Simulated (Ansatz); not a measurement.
Reaction (atomization): `F[Si]1(Cl)[O][AlH]1` → Al• + Cl• + F• + H• + O• + Si•

Calculated with Ansatz (gas phase, PBE0-D4/def2-TZVP geometries, no zero-point term in ΔE). CCSD(T)/CBS adds triple-zeta CCSD(T) − MP2 to the extrapolated MP2 energy (def2 sets, frozen cores). This one scheme is used for every species, atoms too. DFT in def2-TZVPP. B3LYP here is the variant with VWN-RPA as its local correlation; programs differ in this. No spin–orbit coupling; open shells (•) take unrestricted orbitals. Spin–orbit coupling would lower the free atoms: a little for Al, Cl, F, O, Si.

```json
{"level": "BHLYP-D4", "ΔE (kJ/mol)": "2046.4"}
{"level": "CAM-B3LYP-D4", "ΔE (kJ/mol)": "2153.6"}
{"level": "ωB97X-V", "ΔE (kJ/mol)": "2178.7"}
{"level": "ωB97M-V", "ΔE (kJ/mol)": "2176.2"}
{"level": "B3LYP", "ΔE (kJ/mol)": "2102.7"}
{"level": "MP2/def2-SVP", "ΔE (kJ/mol)": "2033.4"}
{"level": "HF/def2-QZVPP", "ΔE (kJ/mol)": "1522.7"}
{"level": "CCSD/CBS(def2)", "ΔE (kJ/mol)": "2130.6"}
```

What does CCSD(T)/CBS give? (An estimate is asked.)

Computed: +2181.0 kJ/mol. The listed levels differ from it by -134.6, -27.4, -2.3, -4.8, -78.3, -147.6, -658.3, -50.4 kJ/mol.

What do rigid-rotor, harmonic-oscillator terms from PBE0-D4/def2-TZVP frequencies (298.15 K, 1 bar) make of the CCSD(T)/CBS value? (Best estimate.)

Computed: ΔZPE = -43.4 kJ/mol, ΔH = +2156.0 kJ/mol, ΔS = 603 J/(mol·K), ΔG = +1976.1 kJ/mol. Open shells count their whole term as degenerate.

Largest T1 diagnostic among the species: 0.018.

From PBE to PBE0 (25 % exact exchange), in def2-TZVPP and without D4, ΔE moves by −62.5 kJ/mol: exact exchange takes away binding that semilocal exchange gives to molecules. Leaving LDA and LC-ωPBE aside and taking each functional with its dispersion term where it has one, the values, not all of them listed here, spread over 156.7 kJ/mol, from BHLYP-D4 to PBE-D4. LDA lies +327.3 kJ/mol from PBE without D4, its usual overbinding.

For atomizations the MP2-based limit and the directly extrapolated one differ by several kJ/mol either way, and by 10 to 25 for some Ge, Se and Sn compounds, so smaller differences from it don't rank the levels.
